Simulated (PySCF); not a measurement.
C$_{2}$H$_{5}$S (SMILES CC[S]), doublet, geometry from GFN2-xTB; CCSD(T)/STO-3G (PySCF).

Here is a job for PySCF.
```python
from pyscf import gto, scf, cc

mol = gto.M(
    atom='''
C     1.482554    0.659323   -0.016558
C    -0.031544    0.783952    0.002485
S    -0.844717   -0.823715    0.008237
H    -0.371046    1.312006    0.895435
H    -0.392973    1.316748   -0.878969
H     1.933955    1.649482   -0.019490
H     1.830643    0.118414    0.860426
H     1.808830    0.123132   -0.904755
''',
    basis='sto-3g',
    charge=0,
    spin=1,
    verbose=4,
    cart=True,
)

mf = scf.UHF(mol)
mf.kernel()

mycc = cc.CCSD(mf)
mycc.kernel()
et = mycc.ccsd_t()
print('E(CCSD(T)) = %.10f' % (mycc.e_tot + et))
```

The log (banner, timings and long lists left out):

```
PySCF version 2.14.0

[INPUT] verbose = 4
[INPUT] num. atoms = 8
[INPUT] num. electrons = 33
[INPUT] charge = 0
[INPUT] spin (= nelec alpha-beta = 2S) = 1
[INPUT] symmetry False subgroup None
[INPUT] Mole.unit = angstrom
[INPUT] Cartesian GTO integrals (6d 10f)
[INPUT] Symbol           X                Y                Z      unit          X                Y                Z       unit  Magmom
[INPUT]  1 C      1.482554000000   0.659323000000  -0.016558000000 AA    2.801621024878   1.245939897627  -0.031290085171 Bohr   0.0
[INPUT]  2 C     -0.031544000000   0.783952000000   0.002485000000 AA   -0.059609520873   1.481454574805   0.004695969420 Bohr   0.0
[INPUT]  3 S     -0.844717000000  -0.823715000000   0.008237000000 AA   -1.596283782764  -1.556595754696   0.015565674088 Bohr   0.0
[INPUT]  4 H     -0.371046000000   1.312006000000   0.895435000000 AA   -0.701175319615   2.479332013786   1.692126912350 Bohr   0.0
[INPUT]  5 H     -0.392973000000   1.316748000000  -0.878969000000 AA   -0.742611344349   2.488293095069  -1.661010681983 Bohr   0.0
[INPUT]  6 H      1.933955000000   1.649482000000  -0.019490000000 AA    3.654645287233   3.117069227400  -0.036830762168 Bohr   0.0
[INPUT]  7 H      1.830643000000   0.118414000000   0.860426000000 AA    3.459413901852   0.223770029314   1.625969490455 Bohr   0.0
[INPUT]  8 H      1.808830000000   0.123132000000  -0.904755000000 AA    3.418193305897   0.232685757170  -1.709739159831 Bohr   0.0

nuclear repulsion = 98.6266216253577
number of shells = 16
number of NR pGTOs = 72
number of NR cGTOs = 24
basis = sto-3g
ecp = {}

******** <class 'pyscf.scf.uhf.UHF'> ********
method = UHF
initial guess = minao
damping factor = 0
level_shift factor = 0
DIIS = <class 'pyscf.scf.diis.CDIIS'>
diis_start_cycle = 1
diis_space = 8
diis_damp = 0
SCF conv_tol = 1e-09
SCF conv_tol_grad = None
SCF max_cycles = 50
direct_scf = True
direct_scf_tol = 1e-13
number electrons alpha = 17  beta = 16
Set gradient conv threshold to 3.16228e-05
init E= -470.74890600799

cycle= 1 E= -470.815489117156  delta_E= -0.0666  |g|= 0.23  |ddm|=  2.4
cycle= 2 E= -470.872720640422  delta_E= -0.0572  |g|= 0.0771  |ddm|= 0.449
cycle= 3 E= -470.877564870051  delta_E= -0.00484  |g|= 0.02  |ddm|= 0.123
cycle= 4 E= -470.878161220646  delta_E= -0.000596  |g|= 0.00478  |ddm|= 0.0437
cycle= 5 E= -470.878207083504  delta_E= -4.59e-05  |g|= 0.00245  |ddm|= 0.0129
cycle= 6 E= -470.878225668964  delta_E= -1.86e-05  |g|= 0.000988  |ddm|= 0.0118
cycle= 7 E= -470.878228951661  delta_E= -3.28e-06  |g|= 0.000354  |ddm|= 0.00593
cycle= 8 E= -470.878229264391  delta_E= -3.13e-07  |g|= 0.000163  |ddm|= 0.00169
cycle= 9 E= -470.878229327207  delta_E= -6.28e-08  |g|= 4.08e-05  |ddm|= 0.000718
cycle= 10 E= -470.87822933072  delta_E= -3.51e-09  |g|= 7.76e-06  |ddm|= 0.000173
cycle= 11 E= -470.878229330828  delta_E= -1.08e-10  |g|= 3.24e-06  |ddm|= 2.44e-05
Extra cycle  E= -470.878229330842  delta_E= -1.39e-11  |g|= 2.15e-06  |ddm|= 5.47e-06
converged SCF energy = -470.878229330842  <S^2> = 0.75382516  2S+1 = 2.0038215

******** <class 'pyscf.cc.uccsd.UCCSD'> ********
CC2 = 0
CCSD nocc = (np.int64(17), np.int64(16)), nmo = (24, 24)
max_cycle = 50
direct = 0
conv_tol = 1e-07
conv_tol_normt = 1e-06
diis_space = 6
diis_start_cycle = 0
diis_start_energy_diff = 1e+09
Init t2, MP2 energy = -0.116707150204516
Init E_corr(UCCSD) = -0.116707150208397
cycle = 1  E_corr(UCCSD) = -0.14220187907771  dE = -0.0254947289  norm(t1,t2) = 0.05958
cycle = 2  E_corr(UCCSD) = -0.150266890323221  dE = -0.00806501125  norm(t1,t2) = 0.0232591
cycle = 3  E_corr(UCCSD) = -0.155368368843502  dE = -0.00510147852  norm(t1,t2) = 0.0104066
cycle = 4  E_corr(UCCSD) = -0.15540077695423  dE = -3.24081107e-05  norm(t1,t2) = 0.00221059
cycle = 5  E_corr(UCCSD) = -0.155408424324179  dE = -7.64736995e-06  norm(t1,t2) = 0.000861002
cycle = 6  E_corr(UCCSD) = -0.155418068176643  dE = -9.64385246e-06  norm(t1,t2) = 0.000387864
cycle = 7  E_corr(UCCSD) = -0.155414964619947  dE = 3.1035567e-06  norm(t1,t2) = 0.000111247
cycle = 8  E_corr(UCCSD) = -0.155415045711492  dE = -8.10915455e-08  norm(t1,t2) = 2.41166e-05
cycle = 9  E_corr(UCCSD) = -0.155415075151938  dE = -2.94404462e-08  norm(t1,t2) = 9.30333e-06
cycle = 10  E_corr(UCCSD) = -0.155415067761006  dE = 7.39093187e-09  norm(t1,t2) = 3.79417e-06
cycle = 11  E_corr(UCCSD) = -0.155414972472372  dE = 9.52886342e-08  norm(t1,t2) = 1.32228e-06
cycle = 12  E_corr(UCCSD) = -0.15541491565032  dE = 5.68220525e-08  norm(t1,t2) = 5.64202e-07
UCCSD converged
E(UCCSD) = -471.0336442464922  E_corr = -0.1554149156503198
UCCSD(T) correction = -0.000841510985012513
E(CCSD(T)) = -471.0344857575
```
